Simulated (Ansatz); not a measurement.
A made-up structure of CH4GeS, singlet:

```
7
angstrom
C -0.7874 -0.2054 -0.5507
S -0.4373 -1.4677 0.7505
Ge 0.7748 0.3295 0.4424
H -0.6539 -0.5651 -1.5657
H -1.7089 0.3467 -0.3973
H 0.6548 1.4304 1.4926
H -0.5829 -2.4087 1.7215
```

It is relaxed with PBE-D4/def2-SVP and then PBE0-D4/def2-TZVP (Ansatz 0.2.0). Atoms count as bonded within 1.22 times the sum of their covalent radii (H–H: 0.88 Å). The end point is not checked to be a true minimum.

Task: Does its bonding change? (A judgement: the text doesn't fix the answer.)

Result: The calculation gives: No: no bond forms or breaks.

Where it ends: The first stage lowers the energy by 3.05 eV in 13 steps. It ends as CH₄GeS ([CH2]1[SH][GeH]1):
```
7
angstrom
C -0.7156 -0.2723 -0.4667
S -0.1683 -1.7348 0.4785
Ge 1.0097 0.4677 0.2775
H -0.7009 -0.5563 -1.5170
H -1.7022 0.0563 -0.1558
H 0.2776 0.9113 1.6287
H -0.7410 -1.4121 1.6482
```

Labels in which every atom is bracketed show which atoms are joined, not bond orders.

For scale, one of the runs: PBE0-D4/def2-TZVP relaxation, 140 basis functions, launched by `ansatz run in.yaml --threads 2 --pin off --events-out ev --progress --plain --max-ram 4352MiB`. Hardware: 2 CPU threads of an Arm Neoverse V2, shared host. Wall time about 18 s.
